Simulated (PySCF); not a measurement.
Predicted microwave data (PBE0/pcSseg-1 in PySCF (dipole) on a GFN2-xTB geometry, gas phase) for one isomer of C7H11NO2:

- Rotational constants: A = 2217, B = 700.9, C = 571.9 MHz
- Dipole components: |μa| = 1.05 D, |μb| = 1.99 D, |μc| = 1.40 D
- Inertial defect: -65.38 u·Å²
- κ: -0.84

Question: Which structure is it? (One computed conformer of each.)
A. `[CH3:1][O:2][C@H:3]1[CH2:4][C:5]([CH3:6])=[C:7]1[C:8]([NH2:9])=[O:10]` with C1–O2–C3–C4 77°, C5–C7–C8–N9 166°, C7–C8–N9–H -173° and -13°
B. `[CH2:1]=[CH:2][O:3][C:4](=[CH2:5])[C:6](=[O:7])[N:8]([CH3:9])[CH3:10]` with C1–C2–O3–C4 -169°, C2–O3–C4–C5 -159°, O3–C4–C6–O7 -118°, C4–C6–N8–C9 -179°
C. `[CH3:1][O:2][CH2:3][C@@H:4]1[CH:5]=[CH:6][C@H:7]1[NH:8][CH:9]=[O:10]` with C1–O2–C3–C4 179°, O2–C3–C4–C5 -80°, C6–C7–N8–C9 -141°, C7–N8–C9–O10 2°

Answer: C. It is COC[C@@H]1C=C[C@H]1NC=O, an asymmetric top, point group C1. The candidates at the same level (rigid rotor, commonest isotopes):

```csv
SMILES,A (MHz),B (MHz),C (MHz),μa (D),μb (D),μc (D),Δ (u·Å²),point group,rotor
C=COC(=C)C(=O)N(C)C,1658,1127,886.5,0.40,2.66,2.37,-182.90,C1,asymmetric top
COC[C@@H]1C=C[C@H]1NC=O,2217,700.9,571.9,1.05,1.99,1.40,-65.38,C1,asymmetric top
CO[C@H]1CC(C)=C1C(N)=O,1731,1120,707.4,4.20,0.89,0.29,-28.66,C1,asymmetric top
```

`C=COC(=C)C(=O)N(C)C` has B 61 % too high; `CO[C@H]1CC(C)=C1C(N)=O` has B 60 % too high. No structure here is proved a minimum.
